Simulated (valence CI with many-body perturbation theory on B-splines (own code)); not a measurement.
# Questions on Cs⁴²⁺

Level of theory: relativistic CI+MBPT: three valence electrons over a frozen Dirac-Fock core [Ne], radial functions for each j: 11 s, 11 p, 9 d, 7 f, 5 g, 2 h, 1 i, with the one-electron correlation potential Σ1 (screened to all orders), the two-electron term Σ2, the three-electron term Σ3, Breit, model QED; selected single and double excitations, second order for the rest (own B-spline code, finite nucleus).

The last digits are not significant, and no measured levels were compared; by estimate large intervals hold to a few tenths of a per cent, small ones and those within an open d or f shell to about a per cent.

Levels are named by their leading jj configuration (3d3/2^4 stands for four electrons in 3d with j = 3/2), which in mixed levels can hold well under half, so a name can repeat and another be missing.

Rates and lifetimes use the calculated energies. Strong lines usually hold to 10 to 20 %, long lifetimes can be off by a factor of two.

**Question.** What is the ground level?

**Answer.** (3s^2 3p1/2) J=1/2, composition 99 % 3s2 3p 2P°, g = 0.657.

**Question.** Where does the other parity begin?

**Answer.** At (3s 3p1/2^2) J=1/2, 104.40 eV.

**Question.** What are the static dipole polarisabilities of the lowest levels?

**Answer.** (3s^2 3p1/2) J=1/2 0.0117 bohr³, of which the core gives 0.000173.

**Question.** What is the ionisation energy?

**Answer.** 3215 eV; NIST lists 3214 ± 4 eV (theoretical).

**Question.** Name the longest-lived excited levels whose lifetime is computed, and their main decay.

**Answer.** (3s 3p3/2 3d5/2) J=9/2 at 430.16 eV lives 356 ns, mostly by M1 to (3s 3p1/2 3d5/2) J=7/2; (3s^2 3p3/2) J=3/2 at 89.97 eV lives 291 ns, mostly by M1 to (3s^2 3p1/2) J=1/2.

**Question.** How well does LS coupling describe the low levels?

**Answer.** Among the lowest 20 levels the leading LS term, summed over configurations, holds 68 % on average. For single configurations the figures are 64 % in LS and 89 % in jj coupling. Terms mix most in the J = 5/2 level at 353.37 eV, where the leading one holds 36 %.

**Question.** Among levels below 620.89 eV, which E1 lines absorb most strongly from the ground level?

**Answer.** to (3s^2 3d3/2) J=3/2 at 4.982 nm, f = 0.357; to (3s 3p1/2 3p3/2) J=1/2 at 5.858 nm, f = 0.184; to (3s 3p1/2 3p3/2) J=3/2 at 6.092 nm, f = 0.110.
